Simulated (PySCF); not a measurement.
C₂H₇NOSi.
Atom-mapped SMILES: `[H]/[N:1]=[CH:2]/[CH2:3][O:4][SiH3:5]`

Cartesian coordinates in Å at the GFN2-xTB level; atoms count from 1:
```
atom  x, y, z in Å
N1     2.679    0.698    0.385
C2     1.679    0.358   -0.290
C3     0.446   -0.162    0.383
O4    -0.645   -0.075   -0.479
Si5   -2.218   -0.312   -0.161
H6     3.479    1.025   -0.151
H7     1.596    0.394   -1.384
H8     0.620   -1.212    0.661
H9     0.271    0.396    1.309
H10   -2.759   -0.008   -1.474
H11   -2.471   -1.689    0.274
H12   -2.675    0.588    0.901
```

A calculation gives these core lines: C 1s: 292.21 (area 1), 292.53 (area 1) eV; N 1s: 404.78 eV; O 1s: 538.27 eV; Si 1s: 1847.23 eV; Si 2p3/2: 107.38 eV.

The calculation used delta-SCF UKS SCAN, pcX-2 on the ionised atom, pcseg-1 elsewhere, spin-free X2C in PySCF. Geometry: GFN2-xTB, one conformer, isolated molecule.

Problem. Order the carbon atoms by C 1s binding energy.

Solution. 292.21 eV: C2 (imine carbon); 292.53 eV: C3 (sp3 carbon bound to oxygen). Lowest listed C 1s: C2, bonded to N (double bond), C and H. Highest, 0.32 eV above it: C3, bonded to O, C and 2 H. Summing the Pauling electronegativity differences to the bonded atoms, each weighted by its formal bond order, gives +0.63 for the lowest site and +0.19 for the highest; the largest sum, +0.63, belongs to C2, 0.32 eV below the top. The smallest sum, +0.19, belongs to C3, 0.32 eV above the lowest.

Bonded neighbours of each site: N1: C (double bond) and H; C2: N (double bond), C and H; C3: O, C and 2 H; O4: C and Si; Si5: O and 3 H.

Problem. What is the longest wavelength that can ionise Si 2p3/2 of Si5 vertically?

Solution. λ = hc/E = 12398.42 eV Å / 107.38 eV = 115.463 Å.

Spin contamination (⟨S²⟩ against 0.75 for a pure doublet) is marked for C 1s of C2 (0.87), which makes this value less certain. Spin–orbit and ligand-field terms were added within each 2p shell after the spin-free SCF. 2p1/2 minus 2p3/2 (ligand field included): Si 0.63 eV.
